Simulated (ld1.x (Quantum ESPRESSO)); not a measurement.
**V: one change to a TM potential, before and after**

```json
{
  "Element": "vanadium",
  "Generator": "ld1.x (Quantum ESPRESSO) 7.5",
  "Type": "norm-conserving Troullier–Martins (Kleinman–Bylander form)",
  "Functional": "LDA (PZ)",
  "Relativity": "scalar-relativistic",
  "Frozen core": "[Ne] 3s2",
  "Valence charge": "11",
  "Reference configuration": "3p6 3d4 4s1 4p0",
  "Partial waves": "4s (bound): rc 2.90 bohr; 3p (bound): rc 1.35 bohr; 3d (bound): rc 1.70 bohr",
  "Local potential": "all-electron potential smoothed inside 2.35 bohr (lloc = -1)",
  "Core correction": "Bessel-smoothed model core, default radius (core density twice the valence density)"
}
```

Change: all radii but the core radius scaled by about 1.21 (s 3.52, p 1.64, d 2.06 bohr); local potential all-electron potential smoothed inside 2.84 bohr (lloc = -1).

Cutoffs: the cutoffs (Ry, on a coarse ladder) from which the occupation-weighted sum of valence levels, in a spherical-Bessel basis at the reference potential, stays within 10 and 1 mRy of its value at 400 Ry; they do not see the model core or the augmentation charge, which bear on the density cutoff. Errors are all-electron minus pseudo energies relative to the spin-unpolarised reference configuration.

Problem. What does the change do?

Solution. The potential gets softer (70 Ry and 100 Ry → 55 Ry and 90 Ry); of the 9 tests that both files solve, the error grows in 6 and shrinks in 3 by more than 15 % and 0.3 meV (median size 31.4 → 92.6 meV); neither file shows a bound ghost. A larger radius leaves more room for a smooth pseudo-wave, so fewer plane waves are needed.

| quantity | base | changed |
| --- | --- | --- |
| cutoff, loose | 70 Ry | 55 Ry |
| cutoff, tight | 100 Ry | 90 Ry |
| loose cutoff by channel (10 mRy a level) | s 6 Ry, p 40 Ry, d 70 Ry | s 6 Ry, p 40 Ry, d 50 Ry |
| bound ghosts | none | none |
| error for 3p6 3d3 4s2 4p0, meV [ΔE -0.54 eV] | -31 | +21 |
| error for 3p6 3d3 4s1 4p0, meV [ΔE 7.40 eV] | +4.2 | +24 |
| error for 3p6 3d3 4s0 4p0, meV [ΔE 21.95 eV] | -22 | -93 |
| error for 3p6 3d4 4s0 4p0, meV [ΔE 6.84 eV] | -12 | -7.0 |
| error for 3p6 3d3 4s1.5 4p0, meV [ΔE 2.64 eV] | -13 | +27 |
| error for 3p6 3d3 4s0 4p2, meV [ΔE 6.46 eV] | -398 | -794 |
| error for 3p6 3d2 4s2 4p1, meV [ΔE 5.37 eV] | -159 | -110 |
| error for 3p6 3d4 4s1 4p0 (spin-polarised), meV [ΔE -3.13 eV] | +121 | +169 |
| error for 3p6 3d3 4s2 4p0 (spin-polarised), meV [ΔE -2.17 eV] | +63 | +126 |
